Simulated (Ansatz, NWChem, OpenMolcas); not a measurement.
**A ladder of methods for AsH3 (SMILES [AsH3])**

AsH3: 4 atoms, total charge 0, spin state singlet. SMILES: `[AsH3]`. Geometry: relaxed at PBE0-D4/def2-TZVP.

Each level gives the HOMO–LUMO gap (eV). The values are calculated.

```json
{"level": "HF/cc-pVTZ", "kind": "Hartree–Fock", "program": "OpenMolcas", "value (eV)": "13.96", "CPU time": "4.9 s"}
{"level": "PBE/cc-pVTZ", "kind": "GGA", "program": "OpenMolcas", "value (eV)": "6.44", "CPU time": "21 s"}
{"level": "revPBE/cc-pVTZ", "kind": "GGA", "program": "OpenMolcas", "value (eV)": "6.46", "CPU time": "20 s"}
{"level": "TPSS/cc-pVTZ", "kind": "meta-GGA", "program": "OpenMolcas", "value (eV)": "6.70", "CPU time": "28 s"}
{"level": "r2SCAN/cc-pVTZ", "kind": "meta-GGA", "program": "NWChem", "value (eV)": "7.03", "CPU time": "2.4 min"}
{"level": "M06-2X/cc-pVTZ", "kind": "hybrid meta-GGA", "program": "NWChem", "value (eV)": "10.28", "CPU time": "71 s"}
{"level": "wB97M-V/cc-pVTZ", "kind": "range-separated hybrid", "program": "Ansatz", "value (eV)": "12.44", "CPU time": "27 s"}
{"level": "B2PLYP/cc-pVTZ", "kind": "double hybrid", "program": "OpenMolcas", "value (eV)": "10.45", "CPU time": "16 s"}
```

All-electron rows without a relativistic Hamiltonian named are non-relativistic. The values span 6.44 to 13.96 eV. Orbital gaps aren't excitation energies, and those of double hybrids come from the SCF part alone; they tend to grow with the share of exact exchange. CPU times are rough (shared hosts, several kinds of processor): they show what a rung costs within a factor of a few.
